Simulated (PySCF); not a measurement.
## Calculated data, C₂H₆OSi, CH₆NOSi

Computed with PySCF 2.14.0. Calculation on a computer-drawn molecule: the log of a Hartree-Fock and frozen-core CCSD(T) single point meant for a local Hartree-Fock minimum, with one planted fault or none, to be diagnosed. Offsets are logged minus clean, where the clean run is the same molecule without the fault. The reference is restricted for singlets and unrestricted otherwise, and also for a bond in bohr or an excited solution. Adding or removing an electron swaps singlet and doublet. The excited solution moves the top pair (singlet) or top alpha electron (doublet) to the lowest empty orbital. Highest occupied and lowest empty are orbital energies over both spins, largest force is the largest gradient component, triples share is (T) over the correlation energy, the T1 limit is 0.02 restricted and 0.045 unrestricted, electrons count all cores, a negative frequency is imaginary (commonest isotopes), and the dipole is about the centre of nuclear charge.

Common to all runs: meant charge 0; meant basis cc-pV(D+d)Z; logged basis functions 95; logged SCF converged yes; logged CC converged yes; logged SCF stable within its kind yes; possible faults no fault, one electron removed, one electron added, multiplicity raised by two, geometry at a saddle point, SCF held on an excited solution, minimal basis STO-3G, one bond length entered in bohr, all coordinates scaled.

(1) C₂H₆OSi

Logged structure:
```xyz
10
C2H6OSi
C     -0.8700    -0.7134     0.7659
Si    -1.7783     0.9089     0.7716
C     -1.5041     1.8638    -0.8000
O     -2.6310     1.3903     1.9090
H     -1.0617    -1.2685     1.6843
H     -1.1766    -1.3220    -0.0906
H      0.2076    -0.5456     0.6702
H     -1.8649     1.2912    -1.6606
H     -0.4360     2.0425    -0.9594
H     -2.0247     2.8210    -0.7682
```

- meant multiplicity: 1
- logged electrons: 40
- logged spin squared: 2.0206
- logged highest occupied: -5.2834 eV
- logged lowest empty: 0.76246 eV
- logged largest force: 0.14369 hartree/bohr
- logged T1 diagnostic: 0.024274
- logged D1 diagnostic: 0.14666
- logged triples share: 0.026954
- logged dipole magnitude: 1.3525 debye
- logged energy HF: -442.91894 hartree
- logged energy CCSD(T): -443.50622 hartree
- planted fault: multiplicity raised by two
- HF energy offset from clean run: 84.85 kcal/mol
- CCSD(T) energy offset from clean run: 111 kcal/mol

Drawn bonds:
```
atom  other atom  order
   1           2      1
   2           3      1
   2           4      2
   1           5      1
   1           6      1
   1           7      1
   3           8      1
   3           9      1
   3          10      1
```

(2) CH₆NOSi

Logged structure:
```xyz
10
CH6NOSi
C      0.9745    -1.2866    -0.6471
Si    -0.1572    -1.9199    -2.0428
N     -1.6294    -0.9714    -1.9848
O      0.5252    -1.7066    -3.5620
H      1.9469    -1.8150    -0.6609
H      1.1660    -0.2002    -0.7674
H      0.5120    -1.4489     0.3469
H     -2.3722    -1.1865    -2.6458
H     -2.0371    -0.7675    -1.0755
H      0.5131    -0.8170    -3.9222
```

* meant multiplicity: 2
* logged electrons: 41
* logged spin squared: 0.7542
* logged highest occupied: -8.1908 eV
* logged lowest empty: 2.5379 eV
* logged largest force: 0.012313 hartree/bohr
* logged T1 diagnostic: 0.013524
* logged D1 diagnostic: 0.059962
* logged triples share: 0.024668
* logged dipole magnitude: 2.0224 debye
* logged energy HF: -459.66068 hartree
* logged energy CCSD(T): -460.30379 hartree
* planted fault: all coordinates scaled, by +1.3 %
* HF energy offset from clean run: 1.008 kcal/mol
* CCSD(T) energy offset from clean run: -0.9164 kcal/mol

Drawn bonds:
```
atom  other atom  order
   1           2      1
   2           3      1
   2           4      1
   1           5      1
   1           6      1
   1           7      1
   3           8      1
   3           9      1
   4          10      1
```
